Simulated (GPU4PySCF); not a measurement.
GPU4PySCF input file for C₁₂H₁₀N₂, SMILES c1ccc(cc1)/N=N/c1ccccc1, PBE0/pcSseg-1. Geometry: B3LYP-D3(BJ)/def2-TZVP. One conformer was computed; it need not be the lowest.

```python
import numpy as np
import cupy as cp
from pyscf import gto, lo
from gpu4pyscf import dft
from gpu4pyscf.properties import shielding

mol = gto.M(
    atom='''
    C     0.19935489    4.51916355    0.00000000
    C     1.29752887    3.65892728    0.00000000
    C     1.11418048    2.28747923   -0.00000000
    C    -0.18383976    1.76468573   -0.00000000
    N    -0.49148442    0.38417481    0.00000000
    N     0.49148442   -0.38417481   -0.00000000
    C     0.18383976   -1.76468573    0.00000000
    C    -1.11418048   -2.28747923    0.00000000
    C    -1.29752887   -3.65892728   -0.00000000
    C    -0.19935489   -4.51916355   -0.00000000
    C     1.08951649   -4.00037386    0.00000000
    C     1.28091050   -2.62552224    0.00000000
    C    -1.28091050    2.62552224   -0.00000000
    C    -1.08951649    4.00037386   -0.00000000
    H     0.35262607    5.59057487    0.00000000
    H     2.30022051    4.06694780   -0.00000000
    H     1.95354719    1.60768622   -0.00000001
    H    -1.95354719   -1.60768622    0.00000001
    H    -2.30022051   -4.06694780    0.00000000
    H    -0.35262607   -5.59057487   -0.00000000
    H     1.94333536   -4.66510270    0.00000000
    H     2.27290741   -2.19390555   -0.00000000
    H    -2.27290741    2.19390555    0.00000000
    H    -1.94333536    4.66510270   -0.00000000
    ''',
    basis='pcSseg-1',
    charge=0,
    spin=0,
    max_memory=12000,
    verbose=3,
)
mf = dft.RKS(mol, xc='pbe0').density_fit(auxbasis='def2-universal-jkfit')
mf.grids.atom_grid = (99, 590)
mf.conv_tol = 1e-10
mf.max_cycle = 100
mf.kernel()
dia, para = shielding.eval_shielding(mf)
sigma = (dia + para).get()
print('atom   isotropic/ppm   span/ppm')
for i, s in enumerate(sigma):
    w = np.linalg.eigvalsh((s + s.T) / 2)
    print(f'{mol.atom_symbol(i):2s}{i + 1:3d} {w.mean():14.3f} {w[2] - w[0]:11.3f}')
```

It prints:

```
converged SCF energy = -572.014505275203
atom   isotropic/ppm   span/ppm
C   1         47.832     241.364
C   2         51.564     233.985
C   3         67.714     215.567
C   4         29.267     198.472
N   5       -315.512    1135.208
N   6       -315.512    1135.208
C   7         29.267     198.472
C   8         67.714     215.567
C   9         51.564     233.985
C  10         47.832     241.364
C  11         51.023     235.104
C  12         44.694     216.160
C  13         44.694     216.160
C  14         51.023     235.104
H  15         23.835       6.107
H  16         23.850       6.777
H  17         23.227       9.662
H  18         23.227       9.662
H  19         23.850       6.777
H  20         23.835       6.107
H  21         23.667       6.140
H  22         23.071       6.266
H  23         23.071       6.266
H  24         23.667       6.140
```

The calculation finished and met its thresholds.
